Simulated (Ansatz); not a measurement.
Reaction (cleavage of the Si–B bond): `C[SiH2]B[NH][AlH2]` + `N[SiH](O)O` → `C[SiH2]N[SiH](O)O` + `B[NH][AlH2]`

Program: Ansatz. Geometries: PBE0-D4/def2-TZVP. ΔE: electronic, gas phase. CBS: MP2 limit from def2 TZ/QZ plus the TZ coupled-cluster correction, frozen cores. This one scheme is used for every species. DFT in def2-TZVPP. Each species was taken in one conformer, which may not be the lowest.

`C[SiH2]B[NH][AlH2]`:

Cartesian coordinates in Å:
```
C -1.876 0.693 -0.457
Si -1.155 -0.305 0.965
B 0.797 -0.830 1.055
N 1.865 -0.552 0.181
Al 1.962 0.383 -1.358
H -1.405 1.674 -0.539
H -1.747 0.181 -1.412
H -2.947 0.842 -0.294
H -1.919 -1.587 1.071
H -1.432 0.429 2.240
H 1.044 -1.490 2.036
H 2.746 -0.953 0.487
H 0.674 1.068 -1.949
H 3.394 0.449 -2.027
```

`N[SiH](O)O`:

```xyz
9

N     0.660   -0.494    0.950
Si    0.032    0.473   -0.318
O    -1.479    0.929    0.125
O     0.144   -0.407   -1.697
H     1.532   -0.981    0.820
H     0.563   -0.188    1.905
H     0.717    1.740   -0.636
H    -2.046    0.253    0.500
H    -0.124   -1.326   -1.650
```

`C[SiH2]N[SiH](O)O`:

```xyz
15

C    -0.357    0.852    2.468
Si    0.654   -0.181    1.287
N    -0.229   -0.572   -0.151
Si    0.168   -0.282   -1.785
O    -1.002    0.518   -2.624
O     0.310   -1.707   -2.577
H    -1.267    0.326    2.769
H     0.216    1.069    3.374
H    -0.648    1.800    2.011
H     1.865    0.562    0.853
H     1.078   -1.421    1.996
H    -1.044   -1.157   -0.014
H     1.428    0.497   -1.780
H    -1.241    1.394   -2.319
H     0.068   -1.698   -3.505
```

`B[NH][AlH2]`:

Z-matrix (Å, degrees):
```
B
N 1 1.403
H 1 1.201 2 118.6
H 1 1.200 2 120.9 3 180.0
Al 2 1.803 1 124.4 3 -0.0
H 2 1.012 1 115.8 3 -180.0
H 5 1.577 2 118.3 1 0.1
H 5 1.583 2 117.1 1 -179.8
```

CCSD(T)/CBS gives -21.6 kcal/mol.

Task: Another level gave -20.5 kcal/mol. Which?
A. SCS-MP2/def2-TZVPP
B. B2PLYP/def2-TZVPP
C. r2SCAN-D4/def2-TZVPP
D. PBE0/def2-TZVPP

Result: C. r2SCAN-D4 -20.5, B2PLYP -22.3, PBE0 -19.0, SCS-MP2/def2-TZVPP -23.7 kcal/mol.

Largest T1 diagnostic among the species: 0.012.

From PBE to PBE0 (25 % exact exchange), in def2-TZVPP and without D4, ΔE moves by −1.8 kcal/mol. In def2-TZVPP, CCSD(T) changes the Hartree–Fock value by +4.7 kcal/mol (the triples alone add +0.6 kcal/mol) and MP2 by +3.0 kcal/mol.
